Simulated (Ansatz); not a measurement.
System: As₂, charge 1, doublet. As2+ (parent SMILES [As]#[As], doublet).
B3LYP-D3(BJ)/def2-TZVP minimum from Ansatz (a program for electronic structure):
```xyz
2

As     0.0000     0.0000    -1.1027
As     0.0000     0.0000     1.1027
```
Charge +1, spin multiplicity 2.

Total energies in aug-cc-pVDZ, 9 correlated electrons, 28 frozen orbitals. Open shells are spin-unrestricted; no spin-orbit coupling. Cores are frozen in correlated methods (noble-gas shells, and filled d and f shells in the p block). No relativity. The UHF reference of As2+ (parent SMILES [As]#[As], doublet) is spin-contaminated (<S^2> up to 0.58 over the pure value in the sets run). The spin of As2+ (parent SMILES [As]#[As], doublet) was assumed, and the state is the lowest solution found for it.

| method | program | energy (Eh) | minus CCSDTQ (mEh) |
|---|---|---|---|
| HF | Ansatz | -4468.04684 | 201.94 |
| MP2 | Ansatz | -4468.18998 | 58.80 |
| CCSD | Ansatz | -4468.23407 | 14.70 |
| CCSD(T) | Ansatz | -4468.24485 | 3.92 |
| CCSDT(Q) | Ansatz | -4468.24882 | -0.04 |
| CCSDTQ | Ansatz | -4468.24878 | 0.00 |

Rough core times of Ansatz's runs on a shared machine: CCSD(T) 3 min, CCSDT(Q) 4 min, CCSDTQ 60 min.
